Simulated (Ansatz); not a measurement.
Saddle point of TiNH3OF2, singlet (TiNH₃OF₂ ([NH2][Ti]([OH])([F])[F]) → TiNHF₂ ([NH][Ti]([F])[F]) + H₂O (still joined by a long Ti–O bond); bonds formed: O2–H4; bonds broken: N3–H4; bonds weakened to dative contacts: Ti1–O2), PBE0-D4/def2-TZVP structure:

| atom | x (Å) | y (Å) | z (Å) |
| --- | --- | --- | --- |
| Ti1 | -0.2720 | 0.3539 | 0.6662 |
| O2 | 1.3683 | -0.5426 | -0.0805 |
| N3 | -0.9872 | -0.3532 | -0.7271 |
| H4 | 0.4092 | -0.6290 | -0.7764 |
| F5 | -0.0788 | 2.1173 | 0.5416 |
| F6 | -0.9269 | -0.1694 | 2.2297 |
| H7 | 2.0939 | -0.0238 | -0.4393 |
| H8 | -1.6065 | -0.7532 | -1.4143 |

Energies are electronic, without zero-point energy. Barriers and step energies count from the start structure reached by relaxing down the imaginary mode; all methods use the PBE0-D4 structures, on which another method's saddle can fall below an end. Computed with Ansatz 0.2.0 (basis: def2-TZVPP, with def2-QZVPP for the basis limit); correlated methods freeze the cores. B3LYP uses VWN-RPA correlation. Extrapolation: Hartree–Fock as exp(−7.88 √X), correlation as X^−2.97.

| method | barrier (kcal/mol) | step energy (kcal/mol) |
| --- | --- | --- |
| SPW92 | ? | 39.37 |
| PBE-D4 | 44.41 | 38.25 |
| BLYP-D4 | ? | 38.37 |
| r2SCAN-D4 | 47.76 | 40.13 |
| B97M-V | 51.49 | 40.11 |
| PBE0-D4 | 47.76 | 38.70 |
| B3LYP-D4 | 49.79 | 38.70 |
| r2SCAN0-D4 | ? | 39.91 |
| BHLYP-D4 | 54.45 | 40.26 |
| CAM-B3LYP-D4 | 50.52 | 39.27 |
| wB97X-V | 50.41 | 38.92 |
| wB97M-V | 49.65 | 37.80 |
| B2PLYP | 46.49 | 32.79 |
| PBE-QIDH | 46.24 | 33.34 |
| RPA on PBE | 46.40 | 33.23 |
| HF | 64.69 | 44.75 |
| MP2 | 40.86 | 24.57 |
| CCSD | 50.51 | 35.21 |
| CCSD(T) | 45.99 | 31.67 |

Question: Fill in the withheld barriers. (To be estimated.)

Answer: By the calculation: BLYP-D4 47.36; r2SCAN0-D4 49.85; SPW92 40.42 kcal/mol. Each is the energy of the saddle less that of the start structure, by the same method.

For comparison, the barrier by CCSD(T) at an estimated basis limit (MP2 extrapolated from triple and quadruple zeta, plus CCSD(T) − MP2 in triple zeta) is 45.62 kcal/mol.

T1 diagnostic: at most 0.026. The T1 diagnostic is large here, which may signal multireference character or strong orbital relaxation, so CCSD(T) is less sure. The restricted Hartree–Fock reference is unstable towards an unrestricted one at one or more of these structures.

Labels in which every atom is bracketed show which atoms are joined, not bond orders.

For scale, one of the runs: CCSD(T)/def2-TZVPP, 230 basis functions, launched by `ansatz run in.yaml --threads 8 --pin off --events-out ev --progress --plain --max-ram 19148MiB`. Time: 84 s of wall clock on 8 CPU threads of a Oxide Virtual Turin-like; the host was shared. Peak host memory: 4.6 GiB.
